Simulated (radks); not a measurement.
Co11+, configuration [Ne] 3s2 3p4. Method: scalar-relativistic Kohn-Sham, BLYP, spin-unpolarised, spherical densities, finite nucleus; Fermi nuclear charge, rms radius 3.7875 fm; computed with a radial shooting solver on a logarithmic mesh with Libxc functionals.

Normalised radial functions P(r) = r R(r), r in bohr:

```
   r/bohr * 1s, o 2s (the largest magnitude, 3.74, reaches the edge; | marks zero, & curves that meet)
 0.005747                             |  o      *
 0.008042                             |   o        *
  0.01134                             |    o           *
  0.01587                             |     o              *
  0.02221                             |      o                 *
  0.03108                             |      o                   *
  0.04384                             |     o                    *
  0.06135                             |  o                    *
  0.08585                           o |                *
   0.1211                    o        |         *
   0.1695               o             |   *
   0.2371              o              |*
   0.3318                  o          *
   0.4681                        o    *
    0.655                            o*
   0.9166                             &
    1.293                             &
    1.809                             &
```

1s: eigenvalue -7905.2 eV, 0 radial nodes, <r> = 0.0562 bohr, 90 % of the charge inside 0.100 bohr. 2s: eigenvalue -1206.5 eV, 1 radial node at r = 0.0756 bohr, <r> = 0.254 bohr, 90 % of the charge inside 0.393 bohr.
